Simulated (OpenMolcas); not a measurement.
Se VI: effect of the IPEA shift

```json
{"Program": "OpenMolcas", "Basis": "ANO-RCC-VQZP [7s6p4d2f1g]", "Scalar Hamiltonian": "DKH2, point nucleus", "Active space": "1 electron in 4 orbitals (4s 4p)", "State averaging": "2S+1 = 2 even, 1 root; 2S+1 = 2 odd, 3 roots", "Spin-orbit coupling": "state interaction with AMFI integrals over the reference wave functions, term energies averaged over their components"}
```

Methods on the same reference wave functions:
A. CASSCF
B. SS-CASPT2, IPEA 0 Eh, imaginary shift 0.1 Eh (closed shells correlated: 3d)
C. SS-CASPT2, IPEA 0.25 Eh, imaginary shift 0.1 Eh (closed shells correlated: 3d)

Energies in eV above 4s 2S 1/2, the measured ground level; measured values from Moore, Atomic Energy Levels, vol. II, NSRDS-NBS 35 (1971 reprint of NBS Circular 467, 1952).

| Level | A | B | C | Measured |
| --- | --- | --- | --- | --- |
| 4s 2S 1/2 | 0.0000 | 0.0000 | 0.0000 | 0.0000 |
| 4p 2P* 1/2 | 13.8168 | 13.890 | 13.891 | 13.9807 |
| 4p 2P* 3/2 | 14.4294 | 14.503 | 14.504 | 14.6874 |

Deviations, from unrounded energies. A percentage is the sum of absolute deviations over the sum of measured energies, with the sign that they share, or ± where signs differ.

```json
{"Against measurement": "mean absolute deviation (cm-1)", "Levels": "2", "A": "1700", "B": "1100", "C": "1100"}
{"Against measurement": "other configurations (%)", "Levels": "2", "A": "-1.5", "B": "-1.0", "C": "-1.0"}
```

B, C lie about equally close to measurement and A furthest from it. The largest miss of C in the table is 4p 2P* 3/2, by -1500 cm-1. The ranking rests on the paired levels alone, and a cruder setting can come out closer through cancelling errors.

Between B and C no level of the table moves by more than 5 cm-1.

The lowest spin-free term lies below A's lowest term by 0.061 hartree in B, 0.061 hartree in C.

With one active electron the reference holds no correlation, so core polarisation is missing (holds for A). With one active electron, CASPT2 adds the correlation within the correlated inactive shells and between them and that electron, and leaves the splitting within a term as the reference gives it (holds for B; C). Measured partners are found by configuration, term and J. A level has none where our copy of the source lacks it or the pairing is in doubt (some pairs that miss far off the trend of their configuration count as doubtful), and it then counts in no deviation. Only configurations of the active space appear.

* marks odd parity.
